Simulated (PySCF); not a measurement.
Bond curve of YbN

Set-up: basis Yb x2c-TZVPall, N x2c-TZVPall; spin-free X2C with a Gaussian nucleus; PySCF 2.14. Energies in eV from Yb (4f14 6s2) + N in their ground configurations at the same level. All curves are PBE0. state 1: Ms = 0.5 determinant of mixed spin, about 13.9 electrons in the 4f shell (Mulliken); state 2: quartet, about 13.9 electrons in the 4f shell (Mulliken), a second solution, started from another occupation; state 3: quartet, about 13.0 electrons in the 4f shell (Mulliken), real f orbitals that mix terms, a second solution, started from another occupation.

| R (Å) | state 1 | state 2 | state 3 |
| --- | --- | --- | --- |
| 1.772 | -0.756 | -0.4897 | 0.2518 |
| 1.855 | -0.933 | -0.7687 | -0.0444 |
| 1.937 | -1.116 | -0.9049 | -0.1178 |
| 1.999 | -1.181 | -0.9500 | -0.0727 |
| 2.061 | -1.200 | -0.9562 | 0.0272 |
| 2.123 | -1.182 | -0.9305 | 0.1604 |
| 2.205 | -1.113 | -0.8566 | 0.3667 |
| 2.308 | -0.973 | -0.7157 | 0.6512 |
| 2.432 | -0.750 | -0.4977 | 1.0136 |
| 2.597 | -0.407 | -0.1630 | 1.4955 |

Problem. Put a parabola through the three lowest points of the state 2 curve and estimate Re, k and ωe (reduced mass 12.96 u; 1 eV/Å² = 0.16022 mdyn/Å; ωe = 1302.8·√(k/μ) cm⁻¹).

Solution. Through R = 1.999, 2.061, 2.123 Å the second-order coefficient is 4.15 eV/Å², so Re ≈ 2.042 Å, k ≈ 1.33 mdyn/Å and ωe ≈ 417 cm⁻¹. A polynomial fit of higher order to the unrounded PBE0 energies gives Re = 2.042 Å, k = 1.40 mdyn/Å, ωe = 428 cm⁻¹; anharmonicity and rounding make the difference.

The higher-order fit for each curve: state 2: Re = 2.042 Å, ωe = 428 cm⁻¹, minimum 0.96 eV below the ground-state fragments. State 1 gave no clean fit. State 3 gave no clean fit.

⟨S²⟩ of the unrestricted solution departs from its pure value on part of the curve, where spin states mix. Spin–orbit coupling is left out, which matters for elements this heavy, above all for dissociation energies. The state is the lowest single determinant that the PBE0 search found; with open d or f shells the true ground state can be another one.
